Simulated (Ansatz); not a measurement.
Calculated with Ansatz (gas phase, PBE0-D4/def2-TZVP geometries, no zero-point term in ΔE). CCSD(T)/CBS is the MP2 limit (def2-TZVPP, def2-QZVPP) plus CCSD(T) − MP2 in def2-TZVPP, frozen cores. Functionals use def2-TZVPP. B3LYP here is the variant with VWN-RPA as its local correlation; programs differ in this. Each species was taken in one conformer, which may not be the lowest.

Consider the ligand exchange at the Si–C bond: `C=C([SiH3])NC` + `C=NCO` → `C=NCO[SiH3]` + `C=CNC`.

| level | ΔE (kJ/mol) | difference from CCSD(T)/CBS |
| --- | --- | --- |
| PBE-D4 | -85.3 | 10.5 |
| PBE0-D4 | -89.9 | 5.9 |
| B3LYP-D4 | -99.6 | -3.8 |
| ωB97X-V | -97.6 | -1.8 |
| ωB97M-V | -96.3 | -0.5 |
| B2PLYP | -103.4 | -7.6 |
| PBE | -88.7 | 7.1 |
| r2SCAN | -98.6 | -2.8 |
| PBE0 | -92.8 | 3.0 |
| B3LYP | -105.3 | -9.5 |
| MP2/def2-TZVPP | -96.8 | -1.0 |
| SCS-MP2/def2-TZVPP | -100.8 | -5.0 |
| HF/def2-QZVPP | -121.7 | -25.9 |
| MP2/def2-QZVPP | -97.4 | -1.6 |
| SCS-MP2/def2-QZVPP | -101.3 | -5.5 |
| CCSD/CBS(def2) | -99.8 | -4.0 |
| CCSD(T)/CBS | -95.8 | 0 |

Largest T1 diagnostic among the species: 0.012.

In def2-TZVPP, CCSD(T) changes the Hartree–Fock value by +24.8 kJ/mol (the triples alone add +4.0 kJ/mol) and MP2 by +23.5 kJ/mol. The D4 term adds +5.7 kJ/mol with B3LYP and +3.0 kJ/mol with PBE0; it sums over pairs of atoms, weighted by their polarisabilities, and B3LYP, whose exchange is more repulsive, gets the larger term.
